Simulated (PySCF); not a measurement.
Coordinates in bohr (charge -1 multiplicity 2):
```
Hf    0.0000    0.0000   -0.2978
O     2.8390    0.0000    1.6578
O    -2.8390    0.0000    1.6578
```

Method: UPBE0 in PySCF with Hf def2-SVPD with ECP60, O def2-SVPD; scalar-relativistic core potentials, no spin–orbit coupling; density-fitted integrals.

This geometry of HfO₂⁻ is a stationary point at this level.

Task: What is the point group?

Result: C2v.

Task: Is it a minimum?

Result: Yes: all harmonic wavenumbers are real.

Task: Which band is strongest in the infrared?

Result: 777 cm⁻¹ (b2), 324 km/mol.

Task: What are the dipole moment and the gap between the highest occupied and lowest empty levels of either spin?

Result: 4.88 D about the centre of mass and 2.38 eV.

Task: Give the ideal-gas entropy at 298.15 K and 1 bar by parts.

Result: translation 175.7, rotation 93.8, vibration 8.3, spin 5.8; total 283.5 J/(mol K).

This need not be the most stable arrangement of these atoms. Other spin states or occupations of the open shell can lie lower. The lowest empty level of this anion is unbound, so it and the gap depend on the basis. With an element this heavy the missing spin–orbit coupling can shift these numbers.
